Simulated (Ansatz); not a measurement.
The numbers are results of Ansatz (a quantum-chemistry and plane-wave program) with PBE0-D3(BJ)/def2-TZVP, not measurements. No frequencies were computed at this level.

Ansatz 0.2 input:
```yaml
crystal:
  periodic: [false, false, false]
  atoms:
    - { symbol: O, position_ang: [0.09055, 1.737854, 0.862591] }
    - { symbol: Ga, position_ang: [0.009134, 0.183041, 0.089401] }
    - { symbol: Si, position_ang: [2.297969, -0.641854, -0.112819] }
    - { symbol: Si, position_ang: [-2.347475, -0.278589, -0.344334] }
    - { symbol: H, position_ang: [0.141919, 2.588526, 1.284722] }
    - { symbol: H, position_ang: [2.981974, -0.673632, 1.197503] }
    - { symbol: H, position_ang: [2.403046, -2.009739, -0.663432] }
    - { symbol: H, position_ang: [3.115848, 0.217183, -0.996237] }
    - { symbol: H, position_ang: [-2.957711, 0.755407, -1.207506] }
    - { symbol: H, position_ang: [-3.136923, -0.306535, 0.905778] }
    - { symbol: H, position_ang: [-2.598329, -1.571662, -1.015665] }
basis:
  gaussian: { orbitals: def2-tzvp }
hamiltonian:
  xc: pbe0
  dispersion: d3bj
relax:
  max_steps: 150
```

Output:

```
Functional definition: PBE0
1408 factors; their error is unknown
mean field evaluation 1: about -70273.2128 eV, gradient 6.4e1 eV
mean field evaluation 2: about -70233.5714 eV, gradient 1.5e2 eV
mean field evaluation 4: about -70279.7823 eV, gradient 1.0e1 eV
mean field evaluation 8: about -70280.1474 eV, gradient 2.0e-1 eV
mean field evaluation 16: about -70280.1474 eV, gradient 2.3e-5 eV
mean field -70280.14743987 eV, -2582.7477808205 hartree, gradient 2.3e-5 eV, S^2 0.000000; 0 other end points of the search recorded, 0 dependent functions left out
reference -70280.14748170 eV, -2582.7477823576 hartree; 37, 37 occupied and 158, 158 virtual orbitals, 1408 factors
relax step   1: F+E_penalty+E_count = -70280.34342955 eV  Δ(F+E_penalty+E_count) = +0.000e0 eV  max|allowed force component| = 8.862e-1 eV/Å  Δτ_max = 0.0000 Å  (27 SCF iters, accepted)
these checks for a lower state are left out or cut short: starts, cluster_reference, orbital_swaps, neighbouring_geometries, increment
1408 factors; their error is unknown
mean field -70280.17803681 eV, -2582.7489052372 hartree, gradient 1.6e-5 eV, S^2 0.000000; 0 other end points of the search recorded, 0 dependent functions left out
reference -70280.17807924 eV, -2582.7489067963 hartree; 37, 37 occupied and 158, 158 virtual orbitals, 1408 factors
relax step   2: F+E_penalty+E_count = -70280.37608069 eV  Δ(F+E_penalty+E_count) = -3.265e-2 eV  max|allowed force component| = 4.322e-1 eV/Å  Δτ_max = 0.1528 Å  (29 SCF iters, accepted)
these checks for a lower state are left out or cut short: starts, cluster_reference, orbital_swaps, neighbouring_geometries, increment
1408 factors; their error is unknown
mean field -70280.21088445 eV, -2582.7501123657 hartree, gradient 2.4e-5 eV, S^2 0.000000; 0 other end points of the search recorded, 0 dependent functions left out
reference -70280.21092666 eV, -2582.7501139168 hartree; 37, 37 occupied and 158, 158 virtual orbitals, 1408 factors
relax step   3: F+E_penalty+E_count = -70280.40849928 eV  Δ(F+E_penalty+E_count) = -3.242e-2 eV  max|allowed force component| = 2.025e-1 eV/Å  Δτ_max = 0.0633 Å  (30 SCF iters, accepted)
these checks for a lower state are left out or cut short: starts, cluster_reference, orbital_swaps, neighbouring_geometries, increment
1408 factors; their error is unknown
mean field evaluation 32: about -70279.9797 eV, gradient 1.8e-1 eV
mean field -70280.23608934 eV, -2582.7510386284 hartree, gradient 1.5e-5 eV, S^2 0.000000; 0 other end points of the search recorded, 0 dependent functions left out
reference -70280.23613147 eV, -2582.7510401766 hartree; 37, 37 occupied and 158, 158 virtual orbitals, 1408 factors
relax step   4: F+E_penalty+E_count = -70280.43406502 eV  Δ(F+E_penalty+E_count) = -2.557e-2 eV  max|allowed force component| = 6.113e-1 eV/Å  Δτ_max = 0.1779 Å  (30 SCF iters, accepted)
these checks for a lower state are left out or cut short: starts, cluster_reference, orbital_swaps, neighbouring_geometries, increment
1408 factors; their error is unknown
mean field -70280.24519971 eV, -2582.7513734283 hartree, gradient 2.6e-5 eV, S^2 0.000000; 0 other end points of the search recorded, 0 dependent functions left out
reference -70280.24524175 eV, -2582.7513749732 hartree; 37, 37 occupied and 158, 158 virtual orbitals, 1408 factors
relax step   5: F+E_penalty+E_count = -70280.44320605 eV  Δ(F+E_penalty+E_count) = -9.141e-3 eV  max|allowed force component| = 3.769e-1 eV/Å  Δτ_max = 0.0512 Å  (30 SCF iters, accepted)
these checks for a lower state are left out or cut short: starts, cluster_reference, orbital_swaps, neighbouring_geometries, increment
1408 factors; their error is unknown
mean field -70280.32234132 eV, -2582.7542083301 hartree, gradient 1.3e-5 eV, S^2 0.000000; 0 other end points of the search recorded, 0 dependent functions left out
reference -70280.32238292 eV, -2582.7542098589 hartree; 37, 37 occupied and 158, 158 virtual orbitals, 1408 factors
relax step   6: F+E_penalty+E_count = -70280.52066294 eV  Δ(F+E_penalty+E_count) = -7.746e-2 eV  max|allowed force component| = 1.070e0 eV/Å  Δτ_max = 0.0897 Å  (30 SCF iters, accepted)
these checks for a lower state are left out or cut short: starts, cluster_reference, orbital_swaps, neighbouring_geometries, increment
1408 factors; their error is unknown
mean field -70280.51807742 eV, -2582.7614014992 hartree, gradient 9.5e-6 eV, S^2 0.000000; 0 other end points of the search recorded, 0 dependent functions left out
reference -70280.51811863 eV, -2582.7614030133 hartree; 37, 37 occupied and 158, 158 virtual orbitals, 1408 factors
relax step   7: F+E_penalty+E_count = -70280.71738178 eV  Δ(F+E_penalty+E_count) = -1.967e-1 eV  max|allowed force component| = 1.044e0 eV/Å  Δτ_max = 0.2000 Å  (35 SCF iters, accepted)
these checks for a lower state are left out or cut short: starts, cluster_reference, orbital_swaps, neighbouring_geometries, increment
1408 factors; their error is unknown
mean field evaluation 64: about -70280.4894 eV, gradient 2.2e-3 eV
mean field -70280.48939318 eV, -2582.7603473728 hartree, gradient 1.1e-5 eV, S^2 0.000000; 0 other end points of the search recorded, 0 dependent functions left out
reference -70280.48943433 eV, -2582.7603488848 hartree; 37, 37 occupied and 158, 158 virtual orbitals, 1408 factors
relax step   8: F+E_penalty+E_count = -70280.68941078 eV  Δ(F+E_penalty+E_count) = +2.797e-2 eV  max|allowed force component| = 2.325e0 eV/Å  Δτ_max = 0.1981 Å  (30 SCF iters, rejected (line search))
these checks for a lower state are left out or cut short: starts, cluster_reference, orbital_swaps, neighbouring_geometries, increment
1408 factors; their error is unknown
mean field -70280.56015637 eV, -2582.7629478720 hartree, gradient 1.1e-5 eV, S^2 0.000000; 0 other end points of the search recorded, 0 dependent functions left out
reference -70280.56019751 eV, -2582.7629493838 hartree; 37, 37 occupied and 158, 158 virtual orbitals, 1408 factors
relax step   9: F+E_penalty+E_count = -70280.75981220 eV  Δ(F+E_penalty+E_count) = -4.243e-2 eV  max|allowed force component| = 6.805e-1 eV/Å  Δτ_max = 0.0990 Å  (30 SCF iters, accepted)
these checks for a lower state are left out or cut short: starts, cluster_reference, orbital_swaps, neighbouring_geometries, increment
1408 factors; their error is unknown
mean field -70280.59022270 eV, -2582.7640527894 hartree, gradient 1.1e-5 eV, S^2 0.000000; 0 other end points of the search recorded, 0 dependent functions left out
reference -70280.59026376 eV, -2582.7640542981 hartree; 37, 37 occupied and 158, 158 virtual orbitals, 1408 factors
relax step  10: F+E_penalty+E_count = -70280.79034472 eV  Δ(F+E_penalty+E_count) = -3.053e-2 eV  max|allowed force component| = 3.612e-1 eV/Å  Δτ_max = 0.0974 Å  (30 SCF iters, accepted)
these checks for a lower state are left out or cut short: starts, cluster_reference, orbital_swaps, neighbouring_geometries, increment
1408 factors; their error is unknown
mean field -70280.60785134 eV, -2582.7647006296 hartree, gradient 1.6e-5 eV, S^2 0.000000; 0 other end points of the search recorded, 0 dependent functions left out
reference -70280.60789221 eV, -2582.7647021316 hartree; 37, 37 occupied and 158, 158 virtual orbitals, 1408 factors
relax step  11: F+E_penalty+E_count = -70280.80902252 eV  Δ(F+E_penalty+E_count) = -1.868e-2 eV  max|allowed force component| = 8.548e-2 eV/Å  Δτ_max = 0.1500 Å  (30 SCF iters, accepted)
these checks for a lower state are left out or cut short: starts, cluster_reference, orbital_swaps, neighbouring_geometries, increment
1408 factors; their error is unknown
mean field -70280.60553735 eV, -2582.7646155923 hartree, gradient 1.2e-5 eV, S^2 0.000000; 0 other end points of the search recorded, 0 dependent functions left out
reference -70280.60557817 eV, -2582.7646170925 hartree; 37, 37 occupied and 158, 158 virtual orbitals, 1408 factors
relax step  12: F+E_penalty+E_count = -70280.80676036 eV  Δ(F+E_penalty+E_count) = +2.262e-3 eV  max|allowed force component| = 1.117e-1 eV/Å  Δτ_max = 0.0692 Å  (30 SCF iters, rejected (line search))
these checks for a lower state are left out or cut short: starts, cluster_reference, orbital_swaps, neighbouring_geometries, increment
1408 factors; their error is unknown
mean field evaluation 96: about -70280.3534 eV, gradient 4.7e-3 eV
mean field -70280.60950506 eV, -2582.7647614027 hartree, gradient 1.1e-5 eV, S^2 0.000000; 0 other end points of the search recorded, 0 dependent functions left out
reference -70280.60954590 eV, -2582.7647629035 hartree; 37, 37 occupied and 158, 158 virtual orbitals, 1408 factors
relax step  13: F+E_penalty+E_count = -70280.81064702 eV  Δ(F+E_penalty+E_count) = -1.624e-3 eV  max|allowed force component| = 2.315e-2 eV/Å  Δτ_max = 0.0346 Å  (31 SCF iters, accepted)
these checks for a lower state are left out or cut short: starts, cluster_reference, orbital_swaps, neighbouring_geometries, increment
1408 factors; their error is unknown
mean field -70280.60979623 eV, -2582.7647721031 hartree, gradient 1.1e-5 eV, S^2 0.000000; 0 other end points of the search recorded, 0 dependent functions left out
reference -70280.60983703 eV, -2582.7647736026 hartree; 37, 37 occupied and 158, 158 virtual orbitals, 1408 factors
relax step  14: F+E_penalty+E_count = -70280.81093755 eV  Δ(F+E_penalty+E_count) = -2.905e-4 eV  max|allowed force component| = 7.178e-3 eV/Å  Δτ_max = 0.0220 Å  (32 SCF iters, accepted)
these checks for a lower state are left out or cut short: starts, cluster_reference, orbital_swaps, neighbouring_geometries, increment
1408 factors; their error is unknown
mean field -70280.60980771 eV, -2582.7647725250 hartree, gradient 1.2e-5 eV, S^2 0.000000; 0 other end points of the search recorded, 0 dependent functions left out
reference -70280.60984849 eV, -2582.7647740238 hartree; 37, 37 occupied and 158, 158 virtual orbitals, 1408 factors
relax step  15: F+E_penalty+E_count = -70280.81095882 eV  Δ(F+E_penalty+E_count) = -2.127e-5 eV  max|allowed force component| = 9.138e-3 eV/Å  Δτ_max = 0.0116 Å  (32 SCF iters, accepted)
1408 factors; their error is unknown
mean field evaluation 128: about -70280.6098 eV, gradient 2.0e-3 eV
mean field -70280.60980771 eV, -2582.7647725250 hartree, gradient 4.6e-5 eV, S^2 0.000000; 1 other end points of the search recorded, 0 dependent functions left out
reference -70280.60984849 eV, -2582.7647740238 hartree; 37, 37 occupied and 158, 158 virtual orbitals, 1408 factors
Total energy: -70280.81099961 eV, -2582.7721661909 hartree
Atom 0 at    -0.103372     2.032835     0.997926 Å, force    -0.002143    -0.007026     0.005052 eV/Å
Atom 1 at    -0.061158     0.419261     0.206109 Å, force    -0.005604    -0.008276    -0.009138 eV/Å
Atom 2 at     2.125481    -0.582172    -0.097533 Å, force    -0.004769     0.004043     0.003934 eV/Å
Atom 3 at    -2.275507    -0.344154    -0.375191 Å, force     0.007621     0.003133     0.000619 eV/Å
Atom 4 at     0.756087     2.370776     1.257674 Å, force     0.004661     0.009029    -0.000260 eV/Å
Atom 5 at     2.858947    -0.643680     1.198527 Å, force     0.002986    -0.000296    -0.002105 eV/Å
Atom 6 at     2.033939    -1.962383    -0.646393 Å, force     0.001145     0.001568     0.001948 eV/Å
Atom 7 at     2.940093     0.237589    -1.039060 Å, force     0.000380    -0.002231     0.000276 eV/Å
Atom 8 at    -2.929255     0.612162    -1.310171 Å, force    -0.000759     0.000168     0.000101 eV/Å
Atom 9 at    -3.121794    -0.462933     0.843827 Å, force    -0.000494    -0.000211    -0.000143 eV/Å
Atom 10 at    -2.223459    -1.677302    -1.035712 Å, force    -0.003024     0.000098    -0.000284 eV/Å
Dipole moment:     0.239317    -0.114245    -0.028273 e Å
```

Cost: very roughly 2.2 core-minutes.
